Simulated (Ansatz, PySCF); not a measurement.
Constitutional and geometric isomers with formula CH4S2. Gas-phase values, no solvent. One relaxed conformer stands for each flexible species; it need not be the lowest. Strings in code marks are SMILES.

Quantity: electronic energy of isomers of CH4S2 relative to `CSS` (C–S–S–H torsion 88°), in eV.

Level 1: frozen-core CCSD(T)/cc-pVQZ // PBE0-D3(BJ)/def2-TZVP (Ansatz, a quantum-chemistry and plane-wave program)
Level 2: frozen-core CCSD(T)/6-31g // PBE0-D3(BJ)/def2-TZVP (Ansatz)
Level 3: PBE-D3(BJ)/def2-TZVP // PBE0-D3(BJ)/def2-TZVP (PySCF)
Level 4: HF/6-31G* // PBE0-D3(BJ)/def2-TZVP (PySCF)

| species | level 2 | level 3 | level 4 |
|---|---|---|---|
| `SCS` (H–S–C–S torsion -70°, S–C–S–H torsion 70°) | -0.068 | 0.368 | 0.228 |

Question: What does level 1 give for each?

Answer: 
- `SCS` (H–S–C–S torsion -70°, S–C–S–H torsion 70°): 0.270
